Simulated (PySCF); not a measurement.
# Energy and ionisation energy along a bond of FH2Si

All numbers below are calculated, not measured. They come from PySCF 2.14.0, an open-source quantum chemistry program, on an isolated molecule that a program drew, which may never have been made. The molecule is FH2Si (charge 0, doublet), drawn as the SMILES string `F[SiH2]`.

The structure below is the HF double-zeta minimum with every atom moved a little at random, so it isn't optimised. Bond Si2-H3 is then set to each length in the table by shifting atom 3 along it, with nothing else relaxed.
```xyz
4
FH2Si, angstrom
F    -2.2700    0.5939    1.4875
Si   -2.7154    0.3103    3.0868
H    -1.5215   -0.0895    3.6063
H    -3.8242   -0.5222    3.1809
```

E is the energy above the same method's energy at the HF double-zeta minimum. IE is the energy to remove one electron at fixed geometry, to the singlet state of charge +1, as a difference of total energies. The basis family is cc-pV(n+d)Z, with UHF for radicals and no spin-orbit coupling. Best is HF at quadruple zeta, plus MP2 correlation extrapolated from triple and quadruple zeta, plus CCSD(T) minus MP2 at triple zeta, with a frozen core. The other columns are at triple zeta.

```
bond (Å),E MP2 (kcal/mol),E wB97X (kcal/mol),E CCSD(T) (kcal/mol),E best (kcal/mol),IE MP2 (eV),IE wB97X (eV),IE CCSD(T) (eV),IE best (eV),T1
1.2410,22.06,22.79,22.67,22.57,8.854,8.939,8.911,9.007,0.015
1.3260,?,?,?,?,?,?,?,?,?
1.3420,9.83,10.37,10.31,10.19,8.869,8.954,8.923,9.017,0.015
1.3620,8.45,8.94,8.90,8.78,8.872,8.957,8.926,9.020,0.015
1.4790,5.31,5.44,5.51,5.43,8.892,8.979,8.941,9.032,0.015
1.5640,6.89,6.71,6.83,6.81,8.906,8.996,8.950,9.040,0.015
```

T1 is the CCSD diagnostic of the starting molecule.

**Estimate the best E and IE at 1.3260 Å from the other rows.**

A least-squares cubic in the inverse of the bond length through the other values of E best gives 11.53 kcal/mol there. A least-squares quadratic in the bond length through IE best gives 9.016 eV. The calculation gives 11.54 kcal/mol and 9.016 eV, so the fits miss by 0.01 kcal/mol and 0.000 eV. The same recipe one zeta lower moves these two values by 0.44 kcal/mol and 0.06 eV, a gauge of their own error. The rest of the row: E is 11.15 (MP2), 11.73 (wB97X), 11.66 (CCSD(T)); IE is 8.867 (MP2), 8.951 (wB97X), 8.921 (CCSD(T)); T1 is 0.015.
